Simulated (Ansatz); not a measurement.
## Ligand exchange: BH(CH3)F + HOI → BH(CH3)I + HOF

Species: BH(CH3)F, singlet; HOI (hypoiodous acid) `OI`, singlet; BH(CH3)I, singlet; HOF (hypofluorous acid) `OF`, singlet. The partners trade F for I: B–F and O–I bonds give way to B–I and O–F.

Shapes, held fixed at every level: PBE0-D4/def2-TZVP. Programs: Ansatz 0.2.0. The zero-point and thermal change to 298 K, harmonic and unscaled (PBE0-D4/def2-TZVP), is -1.4 kJ/mol.

```tsv
level	kind	ΔH(298 K) (kJ/mol)	less CCSD(T)/def2-TZVPP	CPU time (sum over the molecules)
HF/def2-TZVPP	Hartree–Fock	+365.7	+29.1	–
PBE-D4/def2-TZVPP	GGA	+321.2	-15.4	11 s
PBE0-D4/def2-TZVPP	global hybrid	+330.0	-6.6	9.1 s
wB97X-V/def2-TZVPP	range-separated hybrid	+337.6	+1.0	23 s
MP2/def2-SVP	perturbation theory	+335.7	-0.9	–
CCSD(T)/def2-SVP	coupled cluster or CI	+319.8	-16.8	8.4 s
CCSD(T)/def2-TZVPP	coupled cluster or CI	+336.6	0.0	94 s
```

The highest level, CCSD(T)/def2-TZVPP, gives ΔH(298 K) = +336.6 kJ/mol; the levels span +319.8 to +365.7. The column of differences is taken from that level and isn't an error. No measured value is set beside it here. For atoms past krypton def2 sets carry core potentials with scalar relativity. Outer-core shells of I are correlated, in sets that cover them unevenly. Times are processor times on shared x86 and Arm servers, and rough.
